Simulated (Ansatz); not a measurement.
Ansatz (a first-principles code) input:

Ansatz 0.2 input:
```yaml
crystal:
  periodic: [false, false, false]
  atoms:
    - {symbol: Re, position_ang: [-0.08926557, 0.07242381, 0.10920164]}
    - {symbol: O, position_ang: [-0.77089259, -1.36511864, -0.44417865]}
    - {symbol: O, position_ang: [0.16533556, 1.01946009, -1.26035083]}
    - {symbol: O, position_ang: [1.44242176, -0.33331471, 0.68076407]}
basis:
  gaussian:
    orbitals: def2-TZVP
hamiltonian:
  xc: b3lyp
  dispersion: d3bj
total_charge: 1
phonons: {temperatures: {t_min: 298.15, t_max: 298.15, t_step: 100}}
```

Q: Which total energy does the run end on?

A: -303.77456 Eh (B3LYP-D3(BJ)/def2-TZVP). The basis has 133 functions. The run takes about 30 core-seconds (a rough figure).
